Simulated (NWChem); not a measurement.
Correlation energy of Ga

```xyz
1

Ga     0.0000     0.0000     0.0000
```
Charge 0, spin multiplicity 2.

Everything below was run with NWChem.

Basis set: def2-SVP. Each correlation energy counts from its own Hartree-Fock reference.

```tsv
method	correlation energy (mHa)
UMP2	-173.3
SCS-UMP2	-160.4
CCSD on UHF	-174.1
CCSD[T] on UHF	-181.2
CCSD(T) on UHF	-180.0
CCSD on ROHF	-176.8
CCSD[T] on ROHF	-184.0
CCSD(T) on ROHF	-182.8
CCSDT on ROHF	-182.8
```

The values span 23.5 mHa, from CCSD[T] on ROHF (lowest) to SCS-UMP2 (highest). 

The Hamiltonian is non-relativistic. The correlated methods keep 9 core orbitals frozen. No SCF solution was tested for a lower state. Open-shell Hartree-Fock references start from PBE0 orbitals. No row is a measurement; the coupled-cluster row has its own basis-set and correlation limits.
